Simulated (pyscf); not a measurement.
# HO–SiH₂–GaH–F, singlet

Gas-phase minimum from PySCF at ωB97X-D3(BJ)/def2-SVP, one conformer. HO–SiH₂–GaH–F lies 16.8 kcal/mol over its isomer F–GaH–O–SiH₃ (electronic energy, ωB97M-D3(BJ)/def2-TZVP). 

```xyz
8

O     -0.4451    -1.6913    -1.9972
Si     0.0792    -0.6824    -0.7641
Ga    -1.3847     1.1961    -0.8414
F     -1.0236     2.4272     0.3753
H      0.0362    -2.5146    -2.1302
H      0.0141    -1.3582     0.5697
H      1.5023    -0.2625    -0.9610
H     -2.6064     1.5934    -1.7327
```
Charge 0, spin multiplicity 1.

Bonds (Å): O1–Si2 1.677, O1–H5 0.963, Si2–Ga3 2.383, Si2–H6 1.497, Si2–H7 1.497, Ga3–F4 1.768, Ga3–H8 1.564. Angles (°): Si2–O1–H5 117.4, O1–Si2–Ga3 105.0, O1–Si2–H6 111.7, O1–Si2–H7 111.7, Ga3–Si2–H6 111.0, Ga3–Si2–H7 111.0, H6–Si2–H7 106.6, Si2–Ga3–F4 113.6, Si2–Ga3–H8 134.3, F4–Ga3–H8 112.0.

Properties at ωB97X-D3(BJ)/def2-SVP:

```json
{
 "harmonic_wavenumbers_unscaled": "25, 95, 186, 242, 372, 376, 525, 635, 695, 740, 778, 854, 938, 984, 2019, 2218, 2224, 3924 cm⁻¹",
 "zero_point_energy": "25.5 kcal/mol",
 "rotational_symmetry_number": "1",
 "Entropy of this conformer at 298 K and 1 atm, rigid rotor and harmonic oscillator, modes under 100 cm⁻¹ raised to 100": "346.8 J/(mol K)",
 "dipole_moment": "3.01 D"
}
```

Single-point totals, which compare only within one level (frozen core for MP2 and CC):

```csv
level,total energy (hartree)
ωB97X-D3(BJ)/def2-TZVP,-2391.99601
PBE/def2-TZVP,-2391.36434
r²SCAN/def2-TZVP,-2391.87061
B3LYP-D3(BJ)/def2-TZVP,-2392.07216
PBE0-D3(BJ)/def2-TZVP,-2391.43633
M06-2X/def2-TZVP,-2391.89227
ωB97M-D3(BJ)/def2-TZVP,-2392.08634
HF/def2-TZVPP,-2388.98713
MP2/def2-TZVPP,-2389.82825
CCSD/def2-TZVPP,-2389.84757
CCSD(T)/def2-TZVPP,-2389.87703
```

The lowest mode is so soft that the shape along it may change with the basis. Soft torsions are taken as harmonic, which can shift the entropy by several J/(mol K). The CCSD(T) − MP2 part came from Ansatz, without density fitting, on the same reference. The frozen core leaves the outer d or s,p core shells of the metals and heavy elements correlated in the MP2 and CC values, and def2-TZVPP describes them poorly, so these totals are far from the basis limit. Elements up to Kr have no core potential and no relativistic terms here.
